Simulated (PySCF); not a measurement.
From one molecule to another.

First species: C5H8F2O2Si.
InChI=1S/C5H8F2O2Si/c6-4(7)5(9-3-8)1-10-2-5/h3-4H,1-2,10H2

Second species: C5H8F2O2Si.
InChI=1S/C5H8F2O2Si/c6-4-1-2-10-5(7,3-8)9-4/h3-4H,1-2,10H2/t4-,5+/m0/s1

Levels: PBE0/pcSseg-1 for HOMO energy, LUMO energy and HOMO–LUMO gap. Geometries: GFN2-xTB. All species are isolated and taken at one optimised geometry, non-relativistic unless stated; the electronic structure was computed with PySCF and density fitting.

The conformers computed, where there is a choice (atom-mapped SMILES and torsion angles):
- `[O:1]=[CH:2][O:3][C:4]1([CH:5]([F:6])[F:7])[CH2:8][SiH2:9][CH2:10]1`: O1–C2–O3–C4 2°, C2–O3–C4–C5 -63°, O3–C4–C5–F6 -176°

The conformers of `O=C[C@@]1(F)O[C@H](F)CC[SiH2]1` aren't listed.

Values for the first species:

| Property | Result |
| --- | --- |
| HOMO energy | -8.22 eV |
| LUMO energy | -0.21 eV |
| HOMO–LUMO gap | 8.01 eV |

Question: Estimate the same properties for the second species, and the change in each.

Answer: 
```
     property     first    second  second less first
  HOMO energy  -8.22 eV  -7.55 eV           +0.67 eV
  LUMO energy  -0.21 eV  -1.48 eV           -1.27 eV
HOMO–LUMO gap   8.01 eV   6.07 eV           -1.94 eV
```

